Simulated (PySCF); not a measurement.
The geometry has D3h symmetry (within 0.05 Å) and had no frequency check at the DFT level, so a distortion to lower symmetry isn't ruled out.

B3LYP has the VWN-RPA correlation part, as in Gaussian. Delta-SCF ions had no search for a lower state. 

# aluminium nitride flake of 1 rings (benzene shape) `[NH]1[AlH][NH][AlH][NH][AlH]1` (charge 0, multiplicity 1)

Computed with B3LYP-D3(BJ)/def2-SVP in PySCF.

```
Quantity                                                                Value
--------------------------------------  -------------------------------------
HOMO                                                                 -6.88 eV
dipole moment                                                          0.00 D
LUMO                                                                 -0.14 eV
HOMO–LUMO gap                                                         6.74 eV
vertical ionisation energy (Delta-SCF)                                8.90 eV
total energy                                                     -895.1008 Ha
cost                                    about 7 core-minutes (a rough figure)
```

Bond lengths (Å): N1–Al2 1.797, N1–Al6 1.797, N1–H7 1.019, Al2–N3 1.797, Al2–H8 1.581, N3–Al4 1.797, N3–H9 1.019, Al4–N5 1.797, Al4–H10 1.581, N5–Al6 1.797, N5–H11 1.019, Al6–H12 1.581. Bond angles (°): Al2–N1–Al6 125.3, Al2–N1–H7 117.3, Al6–N1–H7 117.3, N1–Al2–N3 114.7, N1–Al2–H8 122.7, N3–Al2–H8 122.7, Al2–N3–Al4 125.3, Al2–N3–H9 117.3, Al4–N3–H9 117.3, N3–Al4–N5 114.7, N3–Al4–H10 122.7, N5–Al4–H10 122.7, Al4–N5–Al6 125.3, Al4–N5–H11 117.3, Al6–N5–H11 117.3, N1–Al6–N5 114.7, N1–Al6–H12 122.7, N5–Al6–H12 122.7.
Charge 0, spin multiplicity 1.
